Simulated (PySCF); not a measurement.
PySCF job for Mg(OH)(SH) (H2MgOS), SMILES [Mg]([SH])[OH], TDA-LC-ωPBE/def2-SVPD. Geometry: ωB97X-D3(BJ)/def2-TZVP. Other conformers were not sampled.

```python
import numpy as np
from pyscf import gto, scf, dft, tdscf

mol = gto.M(
    atom='''
    Mg    0.02155923    0.57947212    0.00000001
    O    -0.02158403    2.33732036   -0.00000000
    H    -0.00470456    3.28461061   -0.00000001
    S     0.07388995   -1.69606014   -0.00000000
    H    -1.26357315   -1.79987682   -0.00000000
    ''',
    basis='def2-SVPD',
    charge=0,
    spin=0,
    symmetry=True,
    max_memory=1600,
    verbose=4,
)
mf = dft.RKS(mol, xc='lc_wpbe').density_fit(auxbasis='def2-universal-jkfit')
mf.grids.level = 3
mf.conv_tol = 1e-9
mf.max_cycle = 100
mf.kernel()
mf.grids = dft.Grids(mol).set(level=1).build(with_non0tab=True)  # coarser grid for the response kernel
td = tdscf.TDA(mf)
td.singlet = True
td.nstates = 10
td.conv_tol = 1e-4
td.kernel(x0=td.get_init_guess(mf, 15))
td.analyze()
tt = tdscf.TDA(mf)
tt.singlet = False
tt.nstates = 4
tt.conv_tol = 1e-4
tt.kernel(x0=tt.get_init_guess(mf, 9))
tt.analyze(verbose=3)
```

It prints:

```
PySCF version 2.14.0

[INPUT] verbose = 4
[INPUT] num. atoms = 5
[INPUT] num. electrons = 38
[INPUT] charge = 0
[INPUT] spin (= nelec alpha-beta = 2S) = 0
[INPUT] symmetry True subgroup None
[INPUT] Mole.unit = angstrom
[INPUT] Symbol           X                Y                Z      unit          X                Y                Z       unit  Magmom
[INPUT]  1 Mg     0.021559230000   0.579472120000   0.000000010000 AA    0.040741040157   1.095043603621   0.000000018897 Bohr   0.0
[INPUT]  2 O     -0.021584030000   2.337320360000   0.000000000000 AA   -0.040787905364   4.416895345770   0.000000000000 Bohr   0.0
[INPUT]  3 H     -0.004704560000   3.284610610000  -0.000000010000 AA   -0.008890329937   6.207014478741  -0.000000018897 Bohr   0.0
[INPUT]  4 S      0.073889950000  -1.696060140000   0.000000000000 AA    0.139631768858  -3.205089155391   0.000000000000 Bohr   0.0
[INPUT]  5 H     -1.263573150000  -1.799876820000   0.000000000000 AA   -2.387807191854  -3.401274247753   0.000000000000 Bohr   0.0

nuclear repulsion = 108.573791427941
point group symmetry = Cs
symmetry origin: [ 4.97296333e-10 -6.46485233e-09  5.47025983e-09]
symmetry axis x: [1.00000000e+00 7.28520705e-10 1.55563345e-09]
symmetry axis y: [ 7.28520705e-10 -1.00000000e+00 -3.40395081e-10]
symmetry axis z: [-1.55563345e-09 -3.40395082e-10  1.00000000e+00]
num. orbitals of irrep A' = 62
num. orbitals of irrep A" = 25
number of shells = 37
number of NR pGTOs = 137
number of NR cGTOs = 87
basis = def2-SVPD
ecp = {}


[settings echo left out]
init E= -674.18542369091
HOMO (A") = -0.35250259600796  LUMO (A') = -0.107468298911562  gap/eV = 6.66772
cycle= 1 E= -674.166249567569  delta_E= 0.0192  |g|= 0.809  |ddm|= 2.95
HOMO (A") = -0.211358344809076  LUMO (A') = 0.0189595962276039  gap/eV = 6.26727
cycle= 2 E= -674.130850213199  delta_E= 0.0354  |g|= 0.985  |ddm|= 1.16
HOMO (A") = -0.360958642749042  LUMO (A') = 0.0113151164601519  gap/eV = 10.13008
cycle= 3 E= -674.310792106485  delta_E= -0.18  |g|= 0.0556  |ddm|= 0.603
HOMO (A") = -0.369125586608277  LUMO (A') = 0.0152127460130336  gap/eV = 10.45838
cycle= 4 E= -674.312117063952  delta_E= -0.00132  |g|= 0.0206  |ddm|= 0.132
HOMO (A") = -0.362951227765924  LUMO (A') = 0.0158949998356652  gap/eV = 10.30893
cycle= 5 E= -674.31234639438  delta_E= -0.000229  |g|= 0.00485  |ddm|= 0.0623
HOMO (A") = -0.363466725194089  LUMO (A') = 0.0157220485726342  gap/eV = 10.31825
cycle= 6 E= -674.312371894496  delta_E= -2.55e-05  |g|= 0.00141  |ddm|= 0.0271
HOMO (A") = -0.363115793278922  LUMO (A') = 0.0156822383618094  gap/eV = 10.30762
cycle= 7 E= -674.312374249115  delta_E= -2.35e-06  |g|= 0.000397  |ddm|= 0.00733
HOMO (A") = -0.363163710648393  LUMO (A') = 0.0156467224400672  gap/eV = 10.30796
cycle= 8 E= -674.312374464489  delta_E= -2.15e-07  |g|= 7.83e-05  |ddm|= 0.00181
HOMO (A") = -0.363147768687154  LUMO (A') = 0.0156511364759666  gap/eV = 10.30764
cycle= 9 E= -674.312374470463  delta_E= -5.97e-09  |g|= 2.19e-05  |ddm|= 0.000342
HOMO (A") = -0.363149746486794  LUMO (A') = 0.0156512488544216  gap/eV = 10.30770
cycle= 10 E= -674.312374470884  delta_E= -4.21e-10  |g|= 3.92e-06  |ddm|= 0.00011
HOMO (A") = -0.363149868561591  LUMO (A') = 0.0156510570864903  gap/eV = 10.30770
Extra cycle  E= -674.312374470893  delta_E= -8.64e-12  |g|= 1.59e-06  |ddm|= 1.8e-05
converged SCF energy = -674.312374470893
tot grids = 22672


******** <class 'pyscf.tdscf.rks.TDA'> for <class 'pyscf.df.df_jk.DFSymAdaptedRKS'> ********
nstates = 10 singlet
deg_eia_thresh = 1.000e-03
wfnsym = None
conv_tol = 0.0001
eigh lindep = 1e-12
eigh level_shift = 0
eigh max_cycle = 100


Excitation energies (eV)
[5.38827996 6.36714957 6.39224465 6.41779783 6.68489008 6.92716638
 7.28268771 7.76156591 7.82025541 7.88520743]

** Singlet excitation energies and oscillator strengths **
Excited State   1:   A"      5.38828 eV    230.10 nm  f=0.0605
      19 -> 20       -0.66059
      19 -> 23        0.12521
      19 -> 27       -0.10125
      19 -> 29       -0.13723
Excited State   2:   A"      6.36715 eV    194.72 nm  f=0.0176
      16 -> 20       -0.33227
      19 -> 21       -0.33391
      19 -> 23        0.20023
      19 -> 24       -0.41304
      19 -> 27        0.11635
      19 -> 29       -0.12212
Excited State   3:   A'      6.39224 eV    193.96 nm  f=0.0557
      17 -> 20        0.64628
      17 -> 23        0.16929
Excited State   4:   A"      6.41780 eV    193.19 nm  f=0.0656
      16 -> 20        0.55503
      16 -> 23        0.14683
      19 -> 21       -0.24080
      19 -> 24       -0.24584
Excited State   5:   A'      6.68489 eV    185.47 nm  f=0.1214
      18 -> 20       -0.60305
      18 -> 23        0.14370
      18 -> 29       -0.14472
      19 -> 22        0.21460
      19 -> 26        0.13415
Excited State   6:   A"      6.92717 eV    178.98 nm  f=0.0000
      19 -> 21       -0.40112
      19 -> 23       -0.22632
      19 -> 27       -0.14480
      19 -> 28       -0.42864
      19 -> 29        0.20593
Excited State   7:   A'      7.28269 eV    170.25 nm  f=0.1205
      18 -> 20       -0.17487
      18 -> 21       -0.14338
      18 -> 23        0.17620
      18 -> 24       -0.22306
      18 -> 29       -0.12156
      19 -> 22       -0.46940
      19 -> 26       -0.30546
Excited State   8:   A"      7.76157 eV    159.74 nm  f=0.0000
      16 -> 21       -0.59355
      16 -> 24       -0.32334
      16 -> 34       -0.12438
Excited State   9:   A'      7.82026 eV    158.54 nm  f=0.1012
      16 -> 22       -0.12063
      17 -> 21        0.21256
      17 -> 24        0.11717
      18 -> 20        0.12540
      18 -> 21       -0.44096
      18 -> 24       -0.33686
      19 -> 22        0.22208
Excited State  10:   A'      7.88521 eV    157.24 nm  f=0.0429
      16 -> 22        0.32747
      16 -> 26        0.20113
      17 -> 21       -0.42829
      17 -> 24       -0.22822
      18 -> 21       -0.22410
      18 -> 24       -0.12698

** Transition electric dipole moments (AU) **
state          X           Y           Z        Dip. S.      Osc.
  1        -0.0000      0.0000     -0.6772      0.4586      0.0605
  2        -0.0000     -0.0000     -0.3363      0.1131      0.0176
  3         0.5948      0.0410      0.0000      0.3555      0.0557
  4        -0.0000     -0.0000      0.6459      0.4171      0.0656
  5         0.1990     -0.8376     -0.0000      0.7411      0.1214
  6         0.0000      0.0000     -0.0072      0.0001      0.0000
  7        -0.0945     -0.8164     -0.0000      0.6754      0.1205
  8        -0.0000     -0.0000     -0.0035      0.0000      0.0000
  9        -0.4345      0.5825     -0.0000      0.5281      0.1012
 10        -0.2209      0.4161     -0.0000      0.2219      0.0429

** Transition velocity dipole moments (imaginary part, AU) **
state          X           Y           Z        Dip. S.      Osc.
  1        -0.0000     -0.0000     -0.1433      0.0205      0.0691
  2        -0.0000     -0.0000     -0.1175      0.0138      0.0394
  3         0.1423      0.0075     -0.0000      0.0203      0.0576
  4        -0.0000     -0.0000      0.1347      0.0182      0.0513
  5         0.0443     -0.2217     -0.0000      0.0511      0.1387
  6         0.0000      0.0000      0.0273      0.0007      0.0019
  7        -0.0160     -0.1921     -0.0000      0.0372      0.0926
  8        -0.0000      0.0000     -0.0011      0.0000      0.0000
  9        -0.0644      0.1085     -0.0000      0.0159      0.0369
 10        -0.0369      0.0884      0.0000      0.0092      0.0211

** Transition magnetic dipole moments (imaginary part, AU) **
state          X           Y           Z
  1        -0.6683      0.0478      0.0000
  2         0.3131      0.3060      0.0000
  3         0.0000      0.0000      0.9485
  4        -0.7704      0.1587      0.0000
  5        -0.0000      0.0000     -0.1358
  6         0.1687     -0.1668      0.0000
  7         0.0000      0.0000     -0.0751
  8         0.0126      0.0073     -0.0000
  9        -0.0000     -0.0000      0.1600
 10        -0.0000     -0.0000      0.0735


******** <class 'pyscf.tdscf.rks.TDA'> for <class 'pyscf.df.df_jk.DFSymAdaptedRKS'> ********
nstates = 4 triplet
deg_eia_thresh = 1.000e-03
wfnsym = None
conv_tol = 0.0001
eigh lindep = 1e-12
eigh level_shift = 0
eigh max_cycle = 100


Excitation energies (eV)
[5.00649614 5.94830689 5.95004856 5.99927863]

** Triplet excitation energies and oscillator strengths **
Excited State   1:   A"      5.00650 eV    247.65 nm  f=0.0000
Excited State   2:   A'      5.94831 eV    208.44 nm  f=0.0000
Excited State   3:   A"      5.95005 eV    208.38 nm  f=0.0000
Excited State   4:   A'      5.99928 eV    206.67 nm  f=0.0000
```

Self-consistency was reached.
